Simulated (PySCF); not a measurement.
C7H14P (charge +1).
Atom-mapped SMILES: `[CH:1]#[C:2][CH2:3][PH+:4]([CH2:5][CH3:6])[CH2:7][CH3:8]` (hydrogens: H9 on C1; H10, H11 on C3; H12 on P4; H13, H14 on C5; H15, H16, H17 on C6; H18, H19 on C7; H20, H21, H22 on C8)

The same species was optimised twice, with GFN2-xTB and with PBE0-D3(BJ)/def2-SVP (PySCF), and the same property calculations (PySCF, gas phase) were run on both structures.

| coordinate | GFN2-xTB | PBE0-D3(BJ)/def2-SVP | change |
| --- | --- | --- | --- |
| C1≡C2 (Å) | 1.197 | 1.209 | +0.012 |
| P4–C7 (Å) | 1.816 | 1.806 | -0.010 |
| P4–C5 (Å) | 1.818 | 1.808 | -0.010 |
| C7–C8 (Å) | 1.528 | 1.524 | -0.004 |
| C5–C6 (Å) | 1.528 | 1.525 | -0.003 |
| C3–P4 (Å) | 1.821 | 1.824 | +0.003 |
| C2–C3 (Å) | 1.452 | 1.450 | -0.002 |
| P4–C5–C6 (°) | 111.6 | 114.1 | +2.5 |
| P4–C7–C8 (°) | 111.8 | 113.9 | +2.1 |
| C2–C3–P4 (°) | 108.8 | 110.1 | +1.3 |
| C1–C2–C3 (°) | 179.4 | 178.3 | -1.1 |
| C3–P4–C5 (°) | 111.8 | 111.3 | -0.5 |
| C5–P4–C7 (°) | 113.1 | 112.6 | -0.5 |
| C3–P4–C7 (°) | 110.4 | 110.3 | -0.1 |
| C2–C3–P4–C5 (°) | 176 | 177 | +1 |
| C3–P4–C5–C6 (°) | -61 | -57 | +4 |
| C3–P4–C7–C8 (°) | 170 | 174 | +4 |

Rotational constants: A = 1847, B = 1237, C = 796.0 MHz (GFN2-xTB) against A = 1833, B = 1229, C = 785.4 MHz (PBE0-D3(BJ)/def2-SVP). Point groups within 0.08 Å: C1 and C1.

On the GFN2-xTB structure: HOMO (eV) -12.04 [PBE0/pcSseg-1]; LUMO (eV) -3.93 [PBE0/pcSseg-1]; GIAO shielding of C1 (ppm) 96.8 [PBE0/pcSseg-1]; GIAO shielding of C2 (ppm) 116.9 [PBE0/pcSseg-1]; GIAO shielding of C3 (ppm) 174.3 [PBE0/pcSseg-1]; GIAO shielding of P4 (ppm) 306.3 [PBE0/pcSseg-1]; GIAO shielding of C5/C7 (mean) (ppm) 170.3 [PBE0/pcSseg-1]; GIAO shielding of C6/C8 (mean) (ppm) 177.7 [PBE0/pcSseg-1].

Problem. What do these properties become on the PBE0-D3(BJ)/def2-SVP structure?

Solution. 
```json
{"property": "HOMO (eV)", "level": "PBE0/pcSseg-1", "on GFN2-xTB": "-12.04", "on PBE0-D3(BJ)/def2-SVP": "-11.96", "change": "+0.08"}
{"property": "LUMO (eV)", "level": "PBE0/pcSseg-1", "on GFN2-xTB": "-3.93", "on PBE0-D3(BJ)/def2-SVP": "-3.95", "change": "-0.02"}
{"property": "energy, GFN2-xTB geometry as zero (kcal/mol)", "level": "PBE0/pcSseg-1", "on GFN2-xTB": "0.0", "on PBE0-D3(BJ)/def2-SVP": "-1.0", "change": "-1.0"}
{"property": "GIAO shielding of C1 (ppm)", "level": "PBE0/pcSseg-1", "on GFN2-xTB": "96.8", "on PBE0-D3(BJ)/def2-SVP": "94.6", "change": "-2.2"}
{"property": "GIAO shielding of C2 (ppm)", "level": "PBE0/pcSseg-1", "on GFN2-xTB": "116.9", "on PBE0-D3(BJ)/def2-SVP": "116.8", "change": "-0.1"}
{"property": "GIAO shielding of C3 (ppm)", "level": "PBE0/pcSseg-1", "on GFN2-xTB": "174.3", "on PBE0-D3(BJ)/def2-SVP": "172.9", "change": "-1.4"}
{"property": "GIAO shielding of P4 (ppm)", "level": "PBE0/pcSseg-1", "on GFN2-xTB": "306.3", "on PBE0-D3(BJ)/def2-SVP": "306.9", "change": "+0.6"}
{"property": "GIAO shielding of C5/C7 (mean) (ppm)", "level": "PBE0/pcSseg-1", "on GFN2-xTB": "170.3", "on PBE0-D3(BJ)/def2-SVP": "170.0", "change": "-0.3"}
{"property": "GIAO shielding of C6/C8 (mean) (ppm)", "level": "PBE0/pcSseg-1", "on GFN2-xTB": "177.7", "on PBE0-D3(BJ)/def2-SVP": "176.9", "change": "-0.8"}
```

The heavy atoms differ by 0.055 Å rms after alignment. Among bonds between heavy atoms C1≡C2 changes most (+0.012 Å). Changes are differences of the printed values. Neither structure is proved a minimum here. Isolated species at its PBE0-D3(BJ)/def2-SVP geometry (one conformer only).

The values belong to the conformer `[CH:1]#[C:2][CH2:3][PH+:4]([CH2:5][CH3:6])[CH2:7][CH3:8]`: C2–C3–P4–C5 177°, C3–P4–C5–C6 -57°, C3–P4–C7–C8 174°.
